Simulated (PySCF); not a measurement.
C2H9GaN2O (SMILES C[NH][Ga]([OH])[NH]C), singlet, at a GFN2-xTB geometry (such geometries of metal compounds can be far from the true shape); DF-PBE/6-31G* run with PySCF.

Here is a job for PySCF.
```python
from pyscf import gto, scf, dft

mol = gto.Mole()
mol.atom = '''
    Ga    0.12078837    0.16158511    0.25397354
    N    -1.43282569   -0.58702007   -0.42435729
    C    -2.72003872   -0.45365004    0.25380121
    H    -1.34086017   -1.50728947   -0.84314092
    H    -2.92804906   -1.27338638    0.94945056
    H    -3.52243969   -0.41701251   -0.48972252
    H    -2.72238727    0.48264802    0.81194667
    N     1.75534928    0.04840227   -0.63089384
    C     2.01285873   -0.84289415   -1.75568271
    H     2.57335085    0.10926508   -0.03130610
    H     2.35606760   -1.83855021   -1.45335938
    H     2.77406312   -0.39925487   -2.40464971
    H     1.09487324   -0.95216487   -2.33252044
    O    -0.07769419    1.30214846    1.55562822
    H     0.57791053    1.91900859    1.87314347
'''
mol.basis = '6-31g*'
mol.verbose = 4
mol.max_memory = 1800
mol.build()

mf = dft.RKS(mol)
mf.xc = 'pbe'
mf = mf.density_fit(auxbasis='def2-universal-jkfit')
mf.kernel()
```

What the program printed (banner, timings and long lists left out):

```
PySCF version 2.14.0

[INPUT] verbose = 4
[INPUT] num. atoms = 15
[INPUT] num. electrons = 74
[INPUT] charge = 0
[INPUT] spin (= nelec alpha-beta = 2S) = 0
[INPUT] symmetry False subgroup None
[INPUT] Mole.unit = angstrom
[INPUT] Symbol           X                Y                Z      unit          X                Y                Z       unit  Magmom
[...]
nuclear repulsion = 473.267862722988
number of shells = 60
number of NR pGTOs = 266
number of NR cGTOs = 120
basis = 6-31g*
ecp = {}

******** <class 'pyscf.df.df_jk.DFRKS'> ********
method = DFRKS
initial guess = minao
damping factor = 0
level_shift factor = 0
DIIS = <class 'pyscf.scf.diis.CDIIS'>
diis_start_cycle = 1
diis_space = 8
diis_damp = 0
SCF conv_tol = 1e-09
SCF conv_tol_grad = None
SCF max_cycles = 50
direct_scf = False
XC library pyscf.dft.libxc version 7.1.2
    S. Lehtola, C. Steigemann, M. J. T. Oliveira, and M. A. L. Marques,  SoftwareX 7, 1–5 (2018)
XC functionals = pbe
    J. P. Perdew, K. Burke, and M. Ernzerhof,  Phys. Rev. Lett. 77, 3865 (1996)
    J. P. Perdew, K. Burke, and M. Ernzerhof,  Phys. Rev. Lett. 78, 1396 (1997)
    J. P. Perdew, K. Burke, and M. Ernzerhof,  Phys. Rev. Lett. 77, 3865 (1996)
    J. P. Perdew, K. Burke, and M. Ernzerhof,  Phys. Rev. Lett. 78, 1396 (1997)
radial grids:
    Treutler-Ahlrichs [JCP 102, 346 (1995); DOI:10.1063/1.469408] (M4) radial grids

becke partition: Becke, JCP 88, 2547 (1988); DOI:10.1063/1.454033
pruning grids: <function nwchem_prune>
grids dens level: 3
symmetrized grids: False
atomic radii adjust function: <function treutler_atomic_radii_adjust>
small_rho_cutoff = 0
Set gradient conv threshold to 3.16228e-05
Initial guess from minao.
tot grids = 179304
init E= -2190.06905127891
[...]
cycle= 1 E= -2190.02671800094  delta_E= 0.0423  |g|= 1.29  |ddm|= 3.72
[...]
cycle= 2 E= -2188.64364595473  delta_E= 1.38  |g|= 2.82  |ddm|= 3.37
[...]
cycle= 3 E= -2190.26405971617  delta_E= -1.62  |g|= 0.53  |ddm|=  2.7
[...]
cycle= 4 E= -2190.32022352379  delta_E= -0.0562  |g|= 0.199  |ddm|= 0.616
[...]
cycle= 5 E= -2190.327263388  delta_E= -0.00704  |g|= 0.0859  |ddm|= 0.236
[...]
cycle= 6 E= -2190.32877560925  delta_E= -0.00151  |g|= 0.0276  |ddm|= 0.0885
[...]
cycle= 7 E= -2190.32893212724  delta_E= -0.000157  |g|= 0.0124  |ddm|= 0.0348
[...]
cycle= 8 E= -2190.32896688964  delta_E= -3.48e-05  |g|= 0.00307  |ddm|= 0.0123
[...]
cycle= 9 E= -2190.32896911066  delta_E= -2.22e-06  |g|= 0.000529  |ddm|= 0.00387
[...]
cycle= 10 E= -2190.32896918563  delta_E= -7.5e-08  |g|= 0.000148  |ddm|= 0.000857
[...]
cycle= 11 E= -2190.3289691866  delta_E= -9.68e-10  |g|= 0.000113  |ddm|= 0.000192
[...]
cycle= 12 E= -2190.32896918956  delta_E= -2.96e-09  |g|= 9.24e-06  |ddm|= 9.84e-05
[...]
cycle= 13 E= -2190.32896918957  delta_E= -1.41e-11  |g|= 7.21e-06  |ddm|= 1.28e-05
[...]
Extra cycle  E= -2190.32896918955  delta_E= 1.68e-11  |g|= 1.25e-05  |ddm|= 1.33e-05
converged SCF energy = -2190.32896918955
```
